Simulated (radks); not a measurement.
Values are calculated unless marked as measured or tabulated.
Problem. These are the eigenvalues of the occupied orbitals of an atom or ion with whole-number occupations (hartree). Level of theory: non-relativistic Kohn-Sham, PBE, spin-polarised, spherical densities, point nucleus (a radial shooting solver on a logarithmic mesh with Libxc functionals).

orbital  eigenvalue
1s up     -88.53968
1s down   -88.52344
2s up      -8.15655
2s down    -8.14054
2p up      -6.17833
2p down    -6.15609
3s up      -1.05453
3s down    -0.92820
3p up      -0.65858

Which element is it, and in what charge state? The configuration may be excited. Open shells, if any, are filled with parallel spins first.

Solution. Z = 16, sulfur, charge +1: S+ in [Ne] 3s2 3p3. The list shows which subshells hold electrons but not how many an open one holds; the 1s level, -88.54 hartree, gives Z - s = 13.3 by -(Z - s)^2/2, which with screening narrows Z to a few neighbours, and the depths of the outer levels then fix element, charge and occupations together.
